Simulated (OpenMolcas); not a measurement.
# Ionisation energies of oxygen

```yaml
Program: OpenMolcas
Basis: ANO-RCC [8s7p4d3f2g]
Scalar_Hamiltonian: DKH2, point nucleus
Spin-orbit_coupling: RASSI with atomic mean-field integrals over the reference wave functions, term energies averaged over their components
```

Active shells in each charge state: the valence s, p shells, with orbitals averaged over the low states. Where CASPT2's correlated closed shells are named, they are those of the first ion.

A. CASSCF
B. SS-CASPT2, IPEA 0.25 Eh, imaginary shift 0.1 Eh (closed shells correlated: 1s)
C. SS-CASPT2, IPEA 0.25 Eh, imaginary shift 0.1 Eh (closed shells correlated: none)
D. SS-CASPT2, IPEA 0 Eh, imaginary shift 0.1 Eh (closed shells correlated: 1s)

Energies in eV between the lowest computed levels, named as in B; reference values from the NIST Atomic Spectra Database with their kind.

```json
{"From": "O2+ 2s2 2p2 3P0", "To": "O3+ 2s2 2p 2P* 1/2", "A": "53.706", "B": "54.786", "C": "54.720", "D": "54.840", "Spin-orbit share in B": "-0.004", "Reference": "54.936 (semi-empirical)"}
{"From": "O3+ 2s2 2p 2P* 1/2", "To": "O4+ 2s2 1S0", "A": "76.111", "B": "77.224", "C": "77.136", "D": "77.272", "Spin-orbit share in B": "+0.030", "Reference": "77.413 (measured)"}
{"From": "O4+ 2s2 1S0", "To": "O5+ 2s 2S 1/2", "A": "113.765", "B": "113.857", "C": "113.844", "D": "113.858", "Spin-orbit share in B": "+0.000", "Reference": "113.899 (measured)"}
{"From": "O5+ 2s 2S 1/2", "To": "O6+ 1s2 1S0", "A": "137.991", "B": "138.090", "C": "137.991", "D": "138.091", "Spin-orbit share in B": "+0.000", "Reference": "138.119 (semi-empirical)"}
```

Steps that some method lacks are left out, and so are those with a state whose active s or d shell is doubly occupied in every root (s and p with five to eight electrons, d10) over a frozen core shell of the same l, since the two then mix freely.

Error against the reference values, in %:

```
From       Reference     A     B     C     D
 O2+  semi-empirical  -2.2  -0.3  -0.4  -0.2
 O3+        measured  -1.7  -0.2  -0.4  -0.2
 O4+        measured  -0.1     0     0     0
 O5+  semi-empirical  -0.1     0  -0.1     0
```

Mean absolute error over the 2 measured values: A 0.72 eV, B 0.12 eV, C 0.17 eV, D 0.09 eV. D lies closest.

* marks odd parity.
